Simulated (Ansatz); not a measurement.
Sr₇⁺. Total charge 1; doublet. Geometry r2SCAN/def2-SVP; atoms count from 1.

Cartesian coordinates in Å:
```
Sr -4.174 0.914 -1.364
Sr 2.880 1.918 -0.755
Sr 1.799 -1.987 0.301
Sr -0.411 -0.067 -2.662
Sr -0.712 1.082 1.247
Sr -2.476 -2.514 0.083
Sr 3.094 0.654 3.151
```

In the def2 sets Sr takes a core potential; there is no spin–orbit coupling. The geometry of the doublet was relaxed on an unsound state (⟨S²⟩ 1.52, where a pure state has 0.75). The structure comes from a short search, and lower isomers may exist.

(1) Estimate the Mulliken populations from the PBE0/def2-TZVP orbitals of Ansatz.

(2) Where does the spin sit?

(3) And the Mayer bond orders between bonded heavy atoms (over 0.3)?

Answers

(1) 
```json
{"atom": "Sr1", "charge (e)": "0.22", "spin (α − β)": "0.22"}
{"atom": "Sr2", "charge (e)": "0.12", "spin (α − β)": "0.10"}
{"atom": "Sr3", "charge (e)": "0.14", "spin (α − β)": "0.16"}
{"atom": "Sr4", "charge (e)": "0.14", "spin (α − β)": "0.16"}
{"atom": "Sr5", "charge (e)": "0.06", "spin (α − β)": "0.04"}
{"atom": "Sr6", "charge (e)": "0.12", "spin (α − β)": "0.10"}
{"atom": "Sr7", "charge (e)": "0.22", "spin (α − β)": "0.22"}
```
Mulliken values and Mayer orders depend strongly on the basis.

(2) Summed by element: Sr 1.00, of 1 unpaired in all. Largest on single atoms: Sr7 0.22, Sr1 0.22, Sr3 0.16.

(3) Sr1–Sr4 0.51 (4.10 Å); Sr1–Sr6 0.45 (4.09 Å); Sr2–Sr4 0.36 (4.29 Å); Sr2–Sr5 0.34 (4.20 Å); Sr2–Sr7 0.44 (4.11 Å); Sr3–Sr4 0.37 (4.17 Å); Sr3–Sr5 0.33 (4.08 Å); Sr3–Sr6 0.35 (4.31 Å); Sr3–Sr7 0.51 (4.10 Å); Sr4–Sr5 0.33 (4.09 Å); Sr5–Sr6 0.34 (4.17 Å).
